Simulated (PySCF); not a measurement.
## Cost of excited-state runs on `C12=C(C=CC(O)=C1)OCC2`, C8H8O2

Geometry:
| atom | x (Å) | y (Å) | z (Å) |
| --- | --- | --- | --- |
| O1 | 3.301 | -0.885 | -0.042 |
| C2 | 2.064 | -0.308 | -0.025 |
| C3 | 1.990 | 1.081 | -0.013 |
| C4 | 0.768 | 1.733 | 0.003 |
| C5 | -0.381 | 0.964 | 0.010 |
| C6 | -0.315 | -0.426 | -0.001 |
| C7 | 0.900 | -1.074 | -0.019 |
| C8 | -1.715 | -0.967 | 0.016 |
| C9 | -2.552 | 0.329 | 0.022 |
| O10 | -1.656 | 1.441 | 0.028 |
| H11 | 3.210 | -1.845 | -0.040 |
| H12 | 2.911 | 1.641 | -0.018 |
| H13 | 0.711 | 2.809 | 0.012 |
| H14 | 0.951 | -2.155 | -0.030 |
| H15 | -1.899 | -1.573 | 0.905 |
| H16 | -1.923 | -1.580 | -0.862 |
| H17 | -3.185 | 0.413 | -0.868 |
| H18 | -3.188 | 0.406 | 0.909 |

PySCF with density fitting, on 1 thread of an Arm Neoverse N1, shared host. Command: `OMP_NUM_THREADS=1 python excited_run.py task.json out`

(1) How long does this run take, and how much memory?
- vibronic structure, PBE0/def2-SV(P); Tamm-Dancoff; writes grids

Answers

(1) 
```tsv
run	level	basis functions	wall time	peak memory (GiB)
vibronic structure	PBE0/def2-SV(P)	156	82 s	0.87
```
Times from a shared host are rough.
